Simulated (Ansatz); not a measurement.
`O[SiH2]C(O)O` + acetylene → `C#C[SiH2]O` + `OCO`  (formal exchange of groups at the Si–C bond)

Calculated with Ansatz (gas phase, PBE0-D4/def2-TZVP geometries, no zero-point term in ΔE). CBS: MP2 limit from def2 TZ/QZ plus the TZ coupled-cluster correction, frozen cores. This one scheme is used for every species. Each species was taken in one conformer, which may not be the lowest.

```
       species  CCSD(T)/def2-TZVPP energy (Eh)
`O[SiH2]C(O)O`                      -556.13213
         `C#C`                       -77.18882
  `C#C[SiH2]O`                      -442.64860
         `OCO`                      -190.69680
```

Problem. Work out ΔE.

Solution. ΔE = (-442.64860) + (-190.69680) − (-556.13213) − (-77.18882) = -0.02445 Eh = -64.2 kJ/mol. CCSD(T)/CBS gives -63.0 kJ/mol.

Largest T1 diagnostic among the species: 0.013.

From PBE to PBE0 (25 % exact exchange), in def2-TZVPP and without D4, ΔE moves by −3.5 kJ/mol. The D4 term adds +5.2 kJ/mol with B3LYP and +2.8 kJ/mol with PBE0; it sums over pairs of atoms, weighted by their polarisabilities, and B3LYP, whose exchange is more repulsive, gets the larger term. In def2-TZVPP, CCSD(T) changes the Hartree–Fock value by +14.2 kJ/mol (the triples alone add +1.4 kJ/mol) and MP2 by +10.3 kJ/mol.

B3LYP here is the variant with VWN-RPA as its local correlation; programs differ in this.
